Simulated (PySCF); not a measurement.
An element was calculated at PBE0 (PySCF 2.14, ECP, a triple-zeta basis, no spin-orbit coupling), in the ground configurations that NIST lists.

```
electron affinity          : 0.279 eV
first ionisation energy    : 5.438 eV
second ionisation energy   : 20.195 eV
third ionisation energy    : 29.951 eV
polarisability of the atom : 77.4 bohr³
```

Which element is it?

Thallium (Tl, Z = 81), in def2-TZVPPD with the def2 core potential (60 electrons). NIST lists 6.108, 20.428, 29.852 eV for these ionisation energies.
